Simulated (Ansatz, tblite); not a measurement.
Cost and result up the ladder for (HMg-mu-OH)2 (Mg2O2H4) (8 atoms). The state is a singlet with charge 0. Geometry: PBE-D4/def2-SVP.

```xyz
8

Mg    0.886   -1.182   -0.148
H     1.907   -2.546   -0.319
O    -0.604   -0.315   -1.099
Mg   -0.886    1.183    0.148
H    -1.907    2.546    0.318
O     0.604    0.315    1.098
H    -1.057   -0.552   -1.921
H     1.056    0.551    1.922
```

Ansatz on 4 threads of Intel Xeon Platinum 8375C on a shared host; xTB runs through tblite on one thread. Times are rough, summed over both states, and most runs start from the orbitals of an earlier one. PBE0-D4/def2-TZVP serves as the yardstick here, not as an exact answer. The other state is a doublet.

The xTB rows come from tblite.

Raw xTB energies of ions are shifted by several eV.

```
                          level  functions  wall time  vertical IE (eV)  difference from PBE0-D4/def2-TZVP (eV)
                       GFN2-xTB         30    0.016 s             13.56                                    4.51
                       GFN1-xTB         24    0.022 s             14.75                                    5.70
               PBE-D4/def2-TZVP        150      3.9 s              8.64                                   -0.42
PBE0-D4/def2-TZVP (with forces)        150      6.5 s              9.05                                    0.00
            r2SCAN-D4/def2-TZVP        150        7 s              8.73                                   -0.32
```
